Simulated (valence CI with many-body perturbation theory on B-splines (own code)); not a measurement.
Results of a calculation; reference values are marked as such.
# Cu16+: magnetic and hyperfine properties of the levels

Method: relativistic CI+MBPT: three valence electrons over a frozen Dirac-Fock core [Ne], radial functions for each j: 11 s, 11 p, 9 d, 7 f, 5 g, 2 h, 1 i, with the one-electron correlation potential Σ1 (screened to all orders), the two-electron term Σ2, the three-electron term Σ3, Breit, model QED; selected single and double excitations, second order for the rest (own B-spline code, finite nucleus).

No measured levels were compared; by estimate levels of excited configurations hold to 0.05 to 0.15 % of their energy, terms of the ground configuration to about 0.5 %.

A/g_I is the dipole constant over the nuclear g factor μ/I (μ in nuclear magnetons, uniformly magnetised nucleus), B/Q the quadrupole constant per barn. Both hold the static response of the core; the bare values leave it out. Large factors of s and p1/2 electrons are usually good to 5 to 10 %; those of open d and f shells near neutrality can be off by tens of per cent, and small factors of p3/2, d and f electrons come from cancelling terms and can be off by a factor of two or in sign, in half-filled shells by more. B is blank for J = 1/2, where it vanishes, and for nearly pure S terms. Energies count from the lowest level.

Names give the largest LS component (configuration and term), which can be under half, so a name can repeat, a term be missing and a line seem to break the LS rules; names also repeat where a configuration has a term twice. Letters in brackets count levels of one name in rising energy.

```tsv
Level	E (cm⁻¹)	g	A/g_I (MHz)	A/g_I bare	B/Q (MHz/b)	B/Q bare
3s2 3p 2P°_1/2	0	0.664	38400	36500		
3s2 3p 2P°_3/2	33252	1.333	7560	7460	13300	12800
3s 3p2 4P_1/2	277130	2.650	75600	72700		
3s 3p2 4P_3/2	291760	1.729	32700	31600	10900	10400
3s 3p2 4P_5/2	307660	1.580	34300	33000	-12200	-11700
3s 3p2 2D_3/2	372260	0.810	-6450	-5930	16700	16000
3s 3p2 2D_5/2	377830	1.218	32400	30900	22800	21900
3s 3p2 2S_1/2	445030	1.511	74500	70700		
3s 3p2 2P_1/2	480310	1.174	70800	66900		
3s 3p2 2P_3/2	490770	1.324	-7330	-6390	-13300	-12700
3s2 3d 2D_3/2	574140	0.800	1030	1290	3770	3810
3s2 3d 2D_5/2	578210	1.199	5300	5340	5250	5300
3p3 2D°_3/2	707270	0.964	3420	3410	6610	6390
3p3 2D°_5/2	716940	1.199	14600	14200	-4060	-3850
3p3 4S°_3/2	725490	1.819	-2560	-1200	-2260	-2170
3s 3p 3d 4F°_3/2	781050	0.416	-12800	-12100	6480	6370
3s 3p 3d 4F°_5/2	788200	1.033	11000	10700	4990	4940
3p3 2P°_1/2	790460	0.664	33000	31100		
3s 3p 3d 4F°_7/2	798840	1.241	17200	16600	7390	7310
3p3 2P°_3/2	799530	1.337	4710	5050	-5450	-5230
3s 3p 3d 4F°_9/2	814460	1.333	17700	17100	16200	15800
3s 3p 3d 4P°_5/2	838590	1.496	20300	19800	5670	5630
3s 3p 3d 4D°_3/2	841900	1.370	13000	12800	3520	3420
3s 3p 3d 4D°_1/2	843680	0.264	-38900	-36700		
3s 3p 3d 4D°_7/2	861040	1.422	21400	20700	-8770	-8300
3s 3p 3d 4D°_5/2	862270	1.413	21500	20900	-6120	-5950
3s 3p 3d 4P°_1/2	862760	2.405	68600	65800		
3s 3p 3d 4P°_3/2	862980	1.521	25500	24800	-4290	-4250
3s 3p 3d 2D°_3/2 [a]	876990	0.836	-13500	-12500	-6720	-6370
3s 3p 3d 2D°_5/2 [a]	878410	1.233	24600	23600	-8480	-8020
3s 3p 3d 2F°_5/2 [a]	903990	0.879	11000	10500	12700	12500
3s 3p 3d 2F°_7/2 [a]	929730	1.142	1680	1950	16000	15700
3s 3p 3d 2P°_3/2 [a]	977530	1.264	13800	13400	3010	3000
3s 3p 3d 2P°_1/2 [a]	993070	0.664	-32800	-30900		
3s 3p 3d 2F°_7/2 [b]	994450	1.144	18300	17600	15800	15500
3s 3p 3d 2F°_5/2 [b]	998930	0.864	-8310	-7600	13600	13300
3s 3p 3d 2P°_1/2 [b]	1019600	0.662	4980	4990		
3s 3p 3d 2D°_3/2 [b]	1021900	1.000	19300	18400	-1940	-1730
3s 3p 3d 2D°_5/2 [b]	1026500	1.190	-4250	-3570	-9750	-9230
3s 3p 3d 2P°_3/2 [b]	1026500	1.196	2150	2540	-5060	-4840
```

Take the isotope of mass number 65, with I = 3/2, μ = 2.3844 μN and Q = -0.204 b. What is the hyperfine structure of 3s 3p2 2D_3/2?

From the table A = -10300 MHz, B = -3400 MHz. Shifts from the centre of gravity in MHz: F = 0: 34400, F = 1: 27500, F = 2: 10300, F = 3: -24000.
